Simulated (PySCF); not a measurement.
A geometry optimisation on `B1C=CC=CN1`.

Method: BHandHLYP/def2-SVP geometry optimisation, gas phase (PySCF 2.14.0). Start geometry: GFN2-xTB. A driver script takes a list of jobs; this job's settings line and coordinates (Å) are shown.

Input:
```
{"job": {"xc": "BHandHLYP", "basis": "def2-SVP", "grid": 1, "kind": "geom"}, "charge": 0, "multiplicity": 1}
B      1.268921     0.729439     0.004026
C     -0.072734     1.432213     0.033995
C     -1.217220     0.691477     0.026410
C     -1.170588    -0.720109    -0.009774
C      0.024174    -1.367726    -0.036363
N      1.192562    -0.683852    -0.029966
H      2.324224     1.239221     0.006443
H     -0.173018     2.510345     0.062450
H     -2.193615     1.160920     0.047532
H     -2.086611    -1.290109    -0.015777
H      0.077853    -2.448988    -0.063898
H      2.027250    -1.253516    -0.051107
```

Output:
```
step   0  E = -235.36285319  max force = 0.012291
step   1  E = -235.36353583  max force = 0.001896
step   2  E = -235.36352894  max force = 0.001979
step   3  E = -235.36354739  max force = 0.000580
step   4  E = -235.36354754  max force = 0.000423
optimisation converged
```

Energies in Eh; «max force» is the largest Cartesian gradient component in Eh/bohr.

Question: How much energy does the optimisation release, in kcal/mol?

Answer: E(step 0) − E(last step) = 0.000694 Eh, which is 0.4 kcal/mol.

Question: Give the first gradient maximum in eV/Å.

Answer: With 1 Eh/bohr = 51.422 eV/Å, 0.632 eV/Å.

Main results: final energy -235.36355 Eh after 4 steps; dipole 2.17 D.

Question: Give the final coordinates.

Answer: 0.013 Å rms from the input after alignment:
```
atom  x, y, z in Å
B1     1.2075    0.7350   -0.0373
C2    -0.1338    1.4363    0.0037
C3    -1.2683    0.6753   -0.0001
C4    -1.2213   -0.7453   -0.0410
C5    -0.0241   -1.3852   -0.0781
N6     1.1401   -0.6899   -0.0767
H7     2.2905    1.2489   -0.0395
H8    -0.2393    2.5167    0.0359
H9    -2.2500    1.1437    0.0285
H10   -2.1347   -1.3271   -0.0431
H11    0.0442   -2.4675   -0.1099
H12    1.9813   -1.2396   -0.1058
```

Hardware: one thread, Arm Neoverse N1 (aarch64) (shared host). Cost: 24 s wall, 0.50 GiB resident at most.
Labels such as C1 count atoms from 1, the log's own numbers from 0.
